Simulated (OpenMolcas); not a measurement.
Levels of Gd⁴⁺ by method

```yaml
Program: OpenMolcas
Basis: ANO-R2 [8s6p5d3f1g]
Scalar_Hamiltonian: X2C, finite nucleus
Active_space: 6 electrons in 7 orbitals (4f)
State_averaging: 2S+1 = 7 even, 7 roots; 2S+1 = 5 even, 140 roots (105 in the spin-orbit step); 2S+1 = 3 even, 236 roots kept (CI in the orbitals of an earlier block, 141 in the spin-orbit step); 2S+1 = 1 even, 105 roots kept (CI in the orbitals of an earlier block, 47 in the spin-orbit step)
Spin-orbit_coupling: RASSI with atomic mean-field integrals over the reference wave functions, term energies averaged over their components
```

Methods on the same reference wave functions:
A. CASSCF
B. SS-CASPT2, IPEA 0.25 Eh, imaginary shift 0.1 Eh (closed shells correlated: 5s 5p)
C. MS-CASPT2, IPEA 0.25 Eh, imaginary shift 0.1 Eh (closed shells correlated: 5s 5p)

Energies in eV above 4f6 7F0.

| Level | A | B | C |
| --- | --- | --- | --- |
| 4f6 7F0 | 0.0000 | 0.0000 | 0.0000 |
| 4f6 7F1 | 0.0609 | 0.0655 | 0.0655 |
| 4f6 7F2 | 0.1685 | 0.1787 | 0.1787 |
| 4f6 7F3 | 0.3076 | 0.322 | 0.322 |
| 4f6 7F4 | 0.4671 | 0.483 | 0.483 |
| 4f6 7F5 | 0.6389 | 0.654 | 0.654 |
| 4f6 7F6 | 0.8170 | 0.829 | 0.829 |
| 4f6 5D0(1) | 2.7970 | 2.501 | 2.501 |
| 4f6 5D1(1) | 3.0624 | 2.771 | 2.771 |
| 4f6 5D2(1) | 3.4549 | 3.163 | 3.163 |
| 4f6 5D3(1) | 3.9189 | 3.623 | 3.623 |
| 4f6 5L6 | 3.9741 | 3.878 | 3.878 |
| 4f6 5L7 | 4.1348 | 4.041 | 4.041 |
| 4f6 5L8 | 4.2915 | 4.202 | 4.202 |
| 4f6 5G2(1) | 4.3163 | 4.031 | 4.031 |
| 4f6 5G3(1) | 4.3426 | 4.064 | 4.064 |
| 4f6 5G4(1) [70 %] | 4.3624 | 4.088 | 4.088 |
| 4f6 5G5(1) [73 %] | 4.3801 | 4.111 | 4.111 |
| 4f6 5G6(1) [71 %] | 4.3866 | 4.120 | 4.120 |
| 4f6 5L9 | 4.4206 | 4.335 | 4.335 |
| 4f6 5D4(1) | 4.4575 | 4.158 | 4.158 |
| 4f6 5L10 | 4.5074 | 4.424 | 4.424 |
| 4f6 5H7(1) | 5.0771 | 4.828 | 4.828 |
| 4f6 5H3(1) | 5.0805 | 4.828 | 4.828 |

Between B and C no level of the table moves by more than 5 cm-1.

From A to B the spin-free energies of the other terms of 4f6 shown, above 7F, scale by factors of 0.90 to 0.97.

The lowest spin-free term lies below A's lowest term by 0.386 hartree in B, 0.386 hartree in C.

CASPT2 breaks the degeneracy within a term, and the mean is taken; among the terms shown or strongly mixed into the levels shown the widest spread is 200 cm-1 (4f6 5I, C). High states are left out of the spin-orbit mixing, which shifts the levels that they would mix with. Without dynamic correlation excited terms often stand tens of per cent too high (terms of higher spin than the ground term too low), and those without a measured partner can miss by more than the paired ones (holds for A). Blocks of more than 70 roots (2S+1 = 5 even, 3 even) ran without multistate coupling (holds for C). Only configurations of the active space appear. Levels that lie high or do not pair safely by name in every column are left out.

A share in square brackets marks a mixed level and gives the weight of the term that names it, the lowest over the columns. A number in round brackets counts repeated terms of one configuration in the order of the reference energies.
